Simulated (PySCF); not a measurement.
C₂HF₄, SMILES F[CH]C(F)(F)F, doublet (B3LYP/def2-SVP optimised geometry):

```
7

F      1.650    -0.619     0.000
C      0.327    -0.619     0.000
C     -0.329     0.721     0.000
F     -0.135     1.391    -1.155
F      0.137     1.499     0.986
F     -1.650     0.561     0.160
H     -0.166    -1.499    -0.422
```

Method: unrestricted B3LYP/def2-TZVP run with PySCF.

Q: What are the frontier orbital energies (α orbitals alone; a β orbital can be the lowest empty one) and the dipole moment?

A: HOMO-2 -11.76 eV, HOMO-1 -10.95 eV, HOMO -7.24 eV, LUMO 1.14 eV, LUMO+1 1.52 eV; dipole moment 1.74 D.

Meta-Löwdin charges at B3LYP/def2-TZVP: F1 -0.22, C2 0.11, C3 0.77, F4 -0.27, F5 -0.27, F6 -0.27, H7 0.14.
